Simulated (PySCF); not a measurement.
C₅H₆F₃Si (doublet state).
Z-matrix (Å and degrees, GFN2-xTB geometry), rows numbered from 1:
```
C 
C   1  1.3730
C   2  1.3939  1  123.53
Si  3  1.8708  2  125.40  1     2.87
C   2  1.4754  1  116.52  3  -178.84
F   5  1.3516  2  115.76  1    23.67
C   5  1.3324  2  128.44  1  -154.57
F   7  1.3269  5  125.38  2     0.19
F   7  1.3265  5  124.50  2   179.40
H   1  1.0748  2  121.50  3   179.05
H   1  1.0731  2  120.48  3    -0.43
H   3  1.0785  2  117.28  1  -176.60
H   4  1.4610  3  107.22  2   178.28
H   4  1.4662  3  110.02  2    58.22
H   4  1.4677  3  110.04  2   -61.94
```

The hyperfine couplings belong to this conformer and change with its torsions.

The species is `C=C([CH][SiH3])C(F)=C(F)F` [radical].

Level of theory: PySCF, UKS B3LYP, pcH-1 on C F H Si, non-relativistic, mean-field spin-orbit, GIAO. One conformer (not necessarily the lowest) at the GFN2-xTB geometry, without solvent, vibrations or thermal averaging. A GFN2-xTB geometry isn't a minimum of the functional, and hyperfine couplings can be far from their values at a DFT geometry. The frame is twisted about the C2–C5 bond at this geometry (dihedral C1–C2–C5–F6 = 24°); couplings at other torsion angles weren't computed. No stability test was run, so a lower SCF solution isn't excluded. ⟨S²⟩ is 0.783 where a pure state has 0.75.

The isotropic 13C couplings are +56.6, +51.7, -48.3, +11.5, -8.3 MHz. Assign them to C1; C2; C3; C5; C7.

```csv
site,a_iso (MHz),ρ(0) (bohr⁻³),position,distance from C3 (Å),spin population,largest |T| (MHz)
C1,+51.7,+0.0461,a main spin site,2.44,+0.65,96.8
C2,-48.3,-0.0430,1 bond from C1,1.39,-0.26,28.2
C3,+56.6,+0.0504,largest spin population,0.00,+0.71,103.3
C5,+11.5,+0.0102,2 bonds from C1,2.48,+0.04,5.9
C7,-8.3,-0.0074,3 bonds from C3,3.05,-0.06,12.6
```

Match the computed a_iso(19F) values -10.6, -2.7 MHz with the sites F8; F9.

```tsv
site	a_iso (MHz)	ρ(0) (bohr⁻³)	position	distance from C3 (Å)	bound to	spin population there	largest |T| (MHz)
F8	-2.7	-0.0006	4 bonds from C3	2.96	C7	-0.06	31.1
F9	-10.6	-0.0025	4 bonds from C3	4.36	C7	-0.06	33.3
```

ρ(0) is the spin density at the nucleus and T the dipolar tensor; a_iso includes a spin–orbit part; entries for several nuclei are means. Largest spin populations (Mulliken): C3 (+0.71), C1 (+0.65) and C2 (-0.26). The positive populations add up to 1.44 and the negative ones to -0.44, together 2S = 1. The angles at C3 add up to 360.0°, so it is planar; its axial dipolar tensor and the negative coupling of its proton fit spin in a p orbital normal to that plane. Main spin sites, with 60 % or more of the largest population: C1, C3; positions count bonds from the nearest.

Means are taken over nuclei equivalent by connectivity, which assumes that they swap fast. The three 1H nuclei of mean +21.7 MHz run from -1.1 to 35.5 MHz in the frozen geometry.
